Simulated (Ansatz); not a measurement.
A made-up structure of CH$_{2}$STe, singlet:

```
5
angstrom
C -0.2760 0.2410 -0.1588
S -0.3415 -1.1469 0.9448
Te 1.7624 -0.3801 0.0989
H -0.9165 -1.9554 1.8751
H -0.6546 0.0753 -1.1612
```

It is relaxed with PBE-D4/def2-SVP and then PBE0-D4/def2-TZVP (Ansatz 0.2.0). Atoms count as bonded within 1.22 times the sum of their covalent radii (H–H: 0.88 Å). The end point is not checked to be a true minimum.

Question: Does its bonding change? (A judgement: the text doesn't fix the answer.)

Answer: Computed: No: no bond forms or breaks.

Where it ends: The first stage lowers the energy by 2.40 eV in 20 steps. It ends as CH₂STe ([CH]1[SH][Te]1):
```xyz
5
angstrom
C -0.2870 0.3125 -0.1266
S -0.3430 -0.6219 1.3735
Te 1.6885 -0.6678 0.1091
H -0.6679 -1.9387 1.1482
H -0.8168 -0.2501 -0.9054
```

Labels in which every atom is bracketed show which atoms are joined, not bond orders.

For scale, one of the runs: PBE0-D4/def2-TZVP relaxation, 130 basis functions, launched by `ansatz run in.yaml --threads 2 --pin off --events-out ev --progress --plain --max-ram 4352MiB`. Hardware: 2 CPU threads of an Arm Neoverse V2, shared host. Wall time about 22 s.
